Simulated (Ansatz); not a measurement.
Job for Ansatz (a program for electronic structure): R-CCSD(T)/aug-cc-pVTZ on F2Ge (SMILES [F][Ge][F]), atoms moved off the minimum. The run froze 16 orbitals, filled d shells among them.

Ansatz 0.2 input:
```yaml
crystal:
  periodic: [false, false, false]
  atoms:
    - {symbol: Ge, position_ang: [-0.01037025, -0.04040602, 0.35352107]}
    - {symbol: F, position_ang: [0.67500506, 1.02975250, -0.85139350]}
    - {symbol: F, position_ang: [-0.70764211, -1.10383383, -0.82403648]}
basis:
  gaussian:
    orbitals: aug-cc-pVTZ
magnetization: {spin_polarized: false}
correlation: {method: ccsd_t, electrons: outside_noble_gas}
scf: {lower_state_search: off}
output: {forces: true}
```

The log:

```
WARN ansatz: RAYON_NUM_THREADS=1 ignored (pool sized by the plan → 1); use --threads N
Functional definition: HF
these checks for a lower state are left out or cut short: starts, cluster_reference, orbital_swaps, neighbouring_geometries, increment
integrals: 0.36 GiB planned
961 factors; integrals over basis functions are off by at most 1.0e-3 eV
mean field: 0.43 GiB planned
mean field evaluation 1: about -61887.7642 eV, gradient 4.2e1 eV
mean field evaluation 2: about -61887.8014 eV, gradient 4.2e1 eV
mean field evaluation 4: about -61890.7872 eV, gradient 2.0e0 eV
mean field evaluation 8: about -61890.8169 eV, gradient 2.3e-1 eV
mean field evaluation 16: about -61890.8172 eV, gradient 1.6e-6 eV
mean field -61890.81718066 eV, -2274.4455802867 hartree, gradient 1.6e-6 eV, S^2 0.000000; 0 other end points of the search recorded, 0 dependent functions left out
16 core orbitals not correlated
reference -61890.81718066 eV, -2274.4455802867 hartree; 9, 9 occupied and 126, 126 virtual orbitals, 961 factors
densities: 1.40 GiB planned
second order -16.86128690 eV of doubles, -0.00000000 eV of singles
coupled cluster: 0.85 GiB planned
cycle   1  -16.39441511 eV  change    4.7e-1 eV  update   1.1e-1
cycle   2  -16.80240361 eV  change   -4.1e-1 eV  update   4.0e-2
cycle   3  -16.92138172 eV  change   -1.2e-1 eV  update   1.9e-2
cycle   4  -16.90132795 eV  change    2.0e-2 eV  update   4.6e-3
cycle   5  -16.89553694 eV  change    5.8e-3 eV  update   2.0e-3
cycle   6  -16.89744095 eV  change   -1.9e-3 eV  update   6.9e-4
cycle   7  -16.89743832 eV  change    2.6e-6 eV  update   2.5e-4
cycle   8  -16.89725120 eV  change    1.9e-4 eV  update   8.5e-5
cycle   9  -16.89727352 eV  change   -2.2e-5 eV  update   2.7e-5
cycle  10  -16.89730376 eV  change   -3.0e-5 eV  update   1.0e-5
cycle  11  -16.89728601 eV  change    1.8e-5 eV  update   4.0e-6
perturbative correction -0.60066496 eV, -0.0220740303 hartree
the calculation of the forces begins
Total energy: -61908.31513164 eV, -2275.0886181245 hartree
Atom 0 at    -0.010370    -0.040406     0.353521 Å, force     0.180174     0.278736    -0.070714 eV/Å
Atom 1 at     0.675005     1.029753    -0.851394 Å, force     0.065108     0.098478     0.187821 eV/Å
Atom 2 at    -0.707642    -1.103834    -0.824036 Å, force    -0.245282    -0.377214    -0.117108 eV/Å
Dipole moment:    -0.005281    -0.013972     0.553114 e Å
Checks for a lower state left out: starts, cluster_reference, orbital_swaps, neighbouring_geometries, increment
```

The run converged.

Cost: around 50 core-seconds (rough).
